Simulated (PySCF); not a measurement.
A GIAO shielding run with PySCF 2.14.0 with density-fitted response routines (density fitting, non-relativistic, gas phase) on SMILES N(=C/C[SiH3])/[SiH3], C$_{2}$H$_{9}$NSi$_{2}$:

```
$ OMP_NUM_THREADS=1 python probes_run.py task.json out

{"job": {"kind": "nmr", "xc": "CAM-B3LYP", "basis": "pcSseg-1", "pop": false}, "charge": 0, "multiplicity": 1}
Si    -2.019199    -0.384397     0.094337
C     -0.600106     0.107595    -1.069403
C      0.235802     1.197782    -0.474053
N      1.267413     1.088123     0.249483
Si     2.152321    -0.294628     0.834668
H     -2.863721     0.807141     0.407199
H     -2.861940    -1.428002    -0.562331
H     -1.447594    -0.926557     1.362829
H     -1.049591     0.438806    -2.019716
H     -0.006624    -0.801237    -1.260066
H     -0.144067     2.220725    -0.679871
H      2.027615    -0.303964     2.321418
H      1.711632    -1.638910     0.322544
H      3.583371    -0.105439     0.459725
```

Hardware: 1 thread of an Arm Neoverse V2, shared host.

(1) How large is the calculation?

(2) How long does it take, and how much memory does it need?

(3) And these other runs on the same molecule and hardware: GIAO shielding at B3LYP/pcSseg-1; GIAO shielding at B97-D/pcSseg-1; GIAO shielding at BLYP/pcSseg-1; GIAO shielding at BP86/pcSseg-1; GIAO shielding at HF/pcSseg-1; GIAO shielding at KT2/pcSseg-1?

Answers

(1) 56 electrons, 144 basis functions and 790 auxiliary functions.

(2) 19 s of wall time, with 12 SCF cycles and 6 response iterations; peak memory 0.8 GiB. Times on a shared host scatter by some tens of per cent.

(3) B3LYP/pcSseg-1: 144 functions, 11 s; B97-D/pcSseg-1: 144 functions, 17 s; BLYP/pcSseg-1: 144 functions, 17 s; BP86/pcSseg-1: 144 functions, 16 s; HF/pcSseg-1: 144 functions, 6.4 s; KT2/pcSseg-1: 144 functions, 17 s.
